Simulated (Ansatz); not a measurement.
Reaction: BGeH5 (SMILES [BH2][GeH3]) → BGeH4 (SMILES [BH2][GeH2], doublet) + H (doublet) (the Ge-H bond breaks)
Each species at its own B3LYP-D3(BJ)/def2-TZVP minimum (Ansatz, an electronic-structure program).

Total energies in hartree (Ansatz). UHF or UKS for unpaired electrons; spin-orbit terms are left out. Cores are frozen in correlated methods (noble-gas shells, and filled d and f shells in the p block). No relativity. Where a partner has so few electrons that a lower coupled-cluster level is exact, that level stands in.

| species | HF/cc-pVTZ | CCSD(T)/cc-pVTZ | HF/cc-pVQZ | CCSD(T)/cc-pVQZ | CCSDT(Q)/cc-pVTZ |
|---|---|---|---|---|---|
| 1: BGeH5 (SMILES [GeH3][BH2]) | -2102.96422 | -2103.24171 | -2102.96972 | -2103.25944 | -2103.24307 |
| 2: BGeH4 (SMILES [GeH2][BH2], doublet) | -2102.36785 | -2102.62150 | -2102.37311 | -2102.63798 | -2102.62300 |
| 3: H (doublet) | -0.49981 | -0.49981 | -0.49995 | -0.49995 | -0.49981 |

**Question.** Work out the bond dissociation energy (electronic) in kJ/mol: take Hartree-Fock from cc-pVQZ, extrapolate the CCSD(T) correlation energy as X^-3 (X = 3, 4), and add CCSDT(Q) - CCSD(T) in cc-pVTZ. 1 hartree = 2625.5 kJ/mol.

**Answer.** 
Species 1: correlation (64·(-0.28972) - 27·(-0.27749))/37 = -0.29864; step -0.00136; E1 = -2102.96972 + (-0.29864) + (-0.00136) = -2103.26972
Species 2: correlation (64·(-0.26487) - 27·(-0.25365))/37 = -0.27306; step -0.00150; E2 = -2102.37311 + (-0.27306) + (-0.00150) = -2102.64767
Species 3: correlation (64·(0.00000) - 27·(0.00000))/37 = 0.00000; step +0.00000; E3 = -0.49995 + (0.00000) + (+0.00000) = -0.49995
-1·E1 +1·E2 +1·E3 = 0.12210 hartree = 320.6 kJ/mol.
